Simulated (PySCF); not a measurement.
CH₃FO₂Si, SMILES O=CO[SiH2]F. Geometry optimised at PBE-D3(BJ)/def2-SVP. This is a generated structure with no PubChem entry under its InChIKey; it may be hypothetical. One conformer was computed; it need not be the lowest.

Computed equilibrium geometry at PBE-D3(BJ)/def2-SVP (PySCF confirms it by a frequency run) as a Z-matrix, and its point group (one conformer of several):
point group Cs.
```
O
C 1 1.3412
O 2 1.2167 1 123.28
H 2 1.1189 3 124.93 1 180.00
Si 1 1.7376 2 113.01 4 -180.00
F 5 1.6290 1 102.15 2 180.00
H 5 1.4900 6 108.36 1 116.35
H 5 1.4900 7 116.53 6 -122.45
```
Charge 0, spin multiplicity 1.
